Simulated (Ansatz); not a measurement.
C2H5GeSi, SMILES `[SiH2]C#[C][GeH3]` radical, one more setting.

```yaml
crystal:
  periodic: [false, false, false]
  atoms:
    - {symbol: Si, position_ang: [0.082094, 2.336532, -1.455874]}
    - {symbol: C, position_ang: [0.032422, 0.807034, -0.505519]}
    - {symbol: C, position_ang: [0.108456, -0.236482, 0.118533]}
    - {symbol: Ge, position_ang: [0.202093, -1.863527, 1.097113]}
    - {symbol: H, position_ang: [-0.734530, 2.241754, -2.691146]}
    - {symbol: H, position_ang: [-0.281929, 3.510563, -0.624708]}
    - {symbol: H, position_ang: [1.629303, -2.414551, 0.994559]}
    - {symbol: H, position_ang: [-0.796592, -2.855513, 0.490478]}
    - {symbol: H, position_ang: [-0.152817, -1.572109, 2.559464]}
basis:
  gaussian: {orbitals: ANO-RCC-VTZP}
magnetization: {spin_polarized: true, initial_magnetization: 1}
hamiltonian: {xc: {name: PBEsol}}
```

```sh
$ ansatz run in.yaml --threads 4 --pin off --events-out ev --progress --plain --max-ram 10444MiB
```

It prints (some lines left out):

```
Functional definition: PBEsol
1493 factors; their error is unknown
mean field evaluation 1: about -67068.2299 eV, gradient 4.6e1 eV
mean field evaluation 2: about -66996.0270 eV, gradient 1.1e2 eV
mean field evaluation 4: about -67074.0121 eV, gradient 3.0e1 eV
mean field evaluation 8: about -67078.7659 eV, gradient 1.3e-1 eV
mean field evaluation 16: about -67078.7196 eV, gradient 1.2e-3 eV
mean field -67078.71956222 eV, -2465.0974763225 hartree, gradient 4.2e-5 eV, S^2 0.754093; 0 other end points of the search recorded, 0 dependent functions left out
reference -67078.71964268 eV, -2465.0974792795 hartree; 32, 31 occupied and 175, 176 virtual orbitals, 1493 factors
Total energy: -67078.71964268 eV, -2465.0974792795 hartree
Relativity: scalar
```

It took 4 s on 4 threads of an Intel Xeon Platinum 8488C on a shared host, with 0.43 GiB of host memory at the peak.
